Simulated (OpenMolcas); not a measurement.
**4d ions of charge +2 along the row**

```yaml
Program: OpenMolcas 26.06
Method: SS-CASPT2, IPEA 0.25 Eh, imaginary shift 0.1 Eh
Basis: ANO-RCC-VQZP
Scalar_Hamiltonian: DKH2, point nucleus
Spin-orbit_coupling: state interaction with AMFI integrals over the reference wave functions, term energies averaged over their components
```

Active space: the 4d shell; CASPT2 also correlates the outermost closed s and p core shells.

B and C come from two terms' centres of gravity (d2, d8: 3P = 15B, 1G = 12B + 2C; d3, d7: 4P = 15B, 2G = 4B + 3C; d4, d6: 3G = 9B + 4C, 3H = 4B + 4C; d5: 4D = 17B + 5C, 4G = 10B + 5C, above the ground term), where all their levels are at least 80 % pure. ζ = ±2S·A comes from the whole width of the ground multiplet by E(J) = (A/2) J(J+1), where its levels are at least 85 % pure. Energies in cm-1.

```csv
Ion,Configuration,Lowest level,Weight (%),B,B measured,C,C measured,ζ,ζ measured
Zr2+,4d2,3F2,99,551,514,1874,2006,437,425
Nb2+,4d3,4F 3/2,99,562,531,2039,2096,552,554
Mo2+,4d4,5D0,98,,,,,744,749
Tc2+,4d5,6S 5/2,99,,,,,,
Ru2+,4d6,5D4,99,,,,,1011,990
Rh2+,4d7,4F 9/2,98,669,,3168,,1236,1235
Pd2+,4d8,3F4,99,,,,,1296,1339
```

Measured columns use the levels in Moore, Atomic Energy Levels, vol. II, NSRDS-NBS 35 (1971 reprint of NBS Circular 467, 1952); NIST levels as listed in Rynkun, Gaigalas and Jonsson, Astron. Astrophys. 637, A10 (2020) (Zr2+); the list in Shadmi, J. Res. Natl. Bur. Stand. 70A, 435 (1966) (Nb2+, Rh2+); Sugar and Musgrove, J. Phys. Chem. Ref. Data 17, 155 (1988) (Mo2+); Moore, Atomic Energy Levels, vol. III, NSRDS-NBS 35 (1971 reprint of NBS Circular 467, 1958) (Ru2+, Pd2+).

The computed B goes from 551 (Zr2+) to 669 cm-1 (Rh2+), a factor of 1.21, rising at every step. It departs from the measured column by +6 to +7 %. The Trees term is left out, which lowers the B read from the levels of every ion, most for d4 to d6. The pair of terms that fixes B changes along the row, so steps between ions also reflect that choice.

The computed ζ goes from 437 (Zr2+) to 1296 cm-1 (Pd2+), a factor of 2.97, rising at every step. It departs from the measured column by -3 to +3 %.

CASPT2 does not keep the components of a term degenerate, so their means are used; among the low terms the widest spread is 890 cm-1 (4d3 2H, Nb2+). Levels of configurations with an s electron are missing; early in the row they begin among the upper levels of the d shell and mix with terms of their name. The CASPT2 spread within a term exceeds the gap to the next term for 4d3 2P and 4d3 2H, 4d3 2H and 4d3 2D(1), so the order of their levels is uncertain (figures for Nb2+; the like holds for Mo2+, Rh2+). Measured partners are found by configuration, term and J. A level has none where our copy of the source lacks it or the pairing is in doubt (some pairs that miss far off the trend of their configuration count as doubtful), and it then counts in no deviation. Levels of configurations outside the active space are missing.

A number in round brackets counts repeated terms of one configuration in the order of the reference energies.
